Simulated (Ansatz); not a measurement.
Molecule: LaF, net charge 0, singlet state. SMILES: [La][F]
Geometry: optimised at B3LYP-D3(BJ)/def2-TZVP (Ansatz, a program for electronic structure).

Computed values are from Ansatz. Valence correlation only, unless marked. Open shells are spin-unrestricted. No spin-orbit coupling. The frozen core is the preceding noble-gas configuration, with the filled d and f shells of earlier blocks. In def2 rows, elements after Kr have scalar-relativistic effective core potentials. CBS marks a two-point X^-3 extrapolation of the correlation energy; Hartree-Fock from the larger set.

The Hartree-Fock reference is unstable (checked in the largest basis), which strains HF and MP2. 

Q: What is the T1 diagnostic at CCSD/def2-QZVPPD?

A: 0.020.

Q: What is the total energy at CCSD(T)/CBS(def2-TZVPPD,def2-QZVPPD)?

A: -131.0329 Eh.

Q: What is the vertical ionisation energy (to the doublet) at CCSD(T)/CBS(def2-TZVPPD,def2-QZVPPD)?

A: 5.47 eV.

Q: What is the dipole moment at CCSD(T)/def2-SVPD?

A: 1.89 D.
